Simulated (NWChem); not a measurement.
Species: C$_{2}$H$_{6}$ClFSi; SMILES C([SiH](Cl)F)C

```xyz
11

Si     0.5746     0.1357    -0.4986
F      1.7454    -0.0262     0.6359
Cl    -0.7075     1.6372     0.1479
C     -0.3677    -1.4725    -0.6478
C     -1.0518    -1.9248     0.6500
H      1.2319     0.5856    -1.7651
H     -1.1076    -1.3410    -1.4682
H      0.3554    -2.2372    -1.0101
H     -1.7717    -1.1614     1.0076
H     -1.6064    -2.8738     0.5073
H     -0.3106    -2.0854     1.4586
```
Atoms are numbered in this order, from 1.

Results from NWChem. Pople sets run with spherical d functions. Coordinates come from a PBE-D3(BJ)/def2-SVP optimisation.

Question: Order these by “dipole (D)”, lowest first: TPSS/3-21G; TPSS/STO-3G; TPSS/6-311++G**; TPSS/6-311G**; TPSS/6-31G*.

Answer: TPSS/6-31G* (2.40), TPSS/6-311++G** (2.46), TPSS/6-311G** (2.52), TPSS/STO-3G (2.73), TPSS/3-21G (2.90)
